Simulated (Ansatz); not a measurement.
Reaction (redistribution): `C[Si@@H](O)[Si@H](O)Cl` + `CO[SiH](O)Cl` → `CO[Si@H](Cl)[Si@H](O)Cl` + `C[SiH](O)O`

Computed with Ansatz on PBE0-D4/def2-TZVP structures; ΔE is electronic, products minus reactants. CCSD(T)/CBS adds triple-zeta CCSD(T) − MP2 to the extrapolated MP2 energy (def2 sets, frozen cores). Functionals use def2-TZVPP. B3LYP here is the variant with VWN-RPA as its local correlation; programs differ in this. Each species was taken in one conformer, which may not be the lowest.

```tsv
level	ΔE (eV)
PBE-D4	-0.07
B3LYP	-0.06
```

(1) What does CCSD(T)/CBS give? (Best estimate.)

Largest T1 diagnostic among the species: 0.011.

Answers

(1) Computed: -0.05 eV. The listed levels differ from it by -0.02, -0.01 eV.
